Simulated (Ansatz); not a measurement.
PBE exchange is replaced step by step with exact exchange (0 % is PBE, 25 % PBE0; no dispersion term), basis def2-TZVP, Ansatz. System: Ba₂O (the lowest singlet isomer of a short search). The state is a singlet with charge 0. Geometry: PBE0-D4/def2-TZVP.

Geometry of the singlet:

```xyz
3

Ba    1.497    0.088    1.319
Ba   -1.818   -0.087   -0.821
O     0.321   -0.001   -0.497
```

In the def2 sets Ba takes a core potential; there is no spin–orbit coupling. The restricted singlet is unstable towards broken spin symmetry at other levels; at PBE with 5 % exact exchange/def2-TZVP, PBE with 10 % exact exchange/def2-TZVP, PBE with 15 % exact exchange/def2-TZVP, PBE with 35 % exact exchange/def2-TZVP and others this wasn't settled. At PBE0-D4/def2-TZVP the restricted singlet is unstable: a solution with broken spin symmetry lies lower. The geometry of the singlet was relaxed on an unsound state (restricted singlet, unstable towards broken spin symmetry). The order of the spin states hangs on the level: the triplet lies 0.05 eV below the singlet at PBE with 35 % exact exchange/def2-TZVP, but 0.13 eV above it at PBE-D4/def2-TZVP. The singlet is doubtful at PBE with 35 % exact exchange/def2-TZVP (restricted singlet, unstable towards broken spin symmetry at other levels and untested here). The structure comes from a short search, and lower isomers may exist.

```csv
exact exchange (%),HOMO (eV),LUMO (eV),gap (eV)
0,-2.52,-1.89,0.63
5,-2.58,-1.81,0.77
10,-2.64,-1.74,0.90
15,-2.70,-1.67,1.03
25,-2.82,-1.53,1.30
35,-2.94,-1.39,1.56
50,-3.13,-1.18,1.95
```
